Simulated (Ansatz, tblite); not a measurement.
Removing and adding an electron: B3As3H12, a cluster cut from wurtzite BAs (hydrogen-capped). Total charge 0; singlet. Geometry: B3LYP-D4/def2-SVP. Ansatz, gas phase; energy differences of separate SCF runs; the oxidised species was run as a doublet alone; the reduced species was run as a doublet alone.

```
atom   x (Å)   y (Å)   z (Å)
 As1  -1.611  -0.906  -0.554
  B2  -0.690  -1.577   1.170
 As3   0.475  -0.021   1.870
  B4  -0.451  -0.042  -2.031
 As5   0.698   1.411  -1.116
  B6   1.785   0.907   0.568
  H7  -2.391  -2.049  -1.160
  H8  -2.769   0.007  -0.203
  H9  -1.509  -1.909   1.996
 H10   0.087  -2.441   0.816
 H11  -0.396   1.013   2.555
 H12   1.252  -0.504   3.072
 H13  -1.145   0.438  -2.899
 H14   0.326  -0.904  -2.389
 H15  -0.143   2.642  -0.843
 H16   1.641   1.995  -2.141
 H17   2.566   0.048   0.214
 H18   2.275   1.891   1.076
```

The xTB rows come from tblite.

| level | −HOMO (eV) | vertical IE (eV) | −LUMO (eV) | vertical EA (eV) | HOMO–LUMO gap (eV) | IE − EA (eV) | remarks |
| --- | --- | --- | --- | --- | --- | --- | --- |
| GFN1-xTB | 11.29 | 13.59 | 5.20 | 2.80 | 6.09 | 10.79 | – |
| GFN2-xTB | 10.27 | 12.50 | 4.17 | 1.98 | 6.10 | 10.52 | – |
| PBE-D4/def2-SVP | 6.69 | – | 1.32 | -0.65 | 5.37 | – | HOMO above zero (-1 doublet) |
| PBE0-D4/def2-SVP | 7.85 | – | 0.53 | -0.82 | 7.32 | – | HOMO above zero (-1 doublet) |
| PBE0-D4/def2-TZVP | 7.87 | 9.51 | 0.68 | – | 7.19 | – | – |

Run but left out: PBE-D4/def2-TZVP (charge +1 doublet: an occupied level 0.10 eV above an empty one).   A HOMO above zero means that the electron is unbound at that level or that self-interaction error raises the level; the energy of removing that electron tells which. Raw xTB energy differences between charge states are shifted by several eV; the methods need an empirical correction for them. Sets without diffuse functions give affinities that are too small. A negative affinity means that the extra electron isn't bound; its size then hangs on the basis.
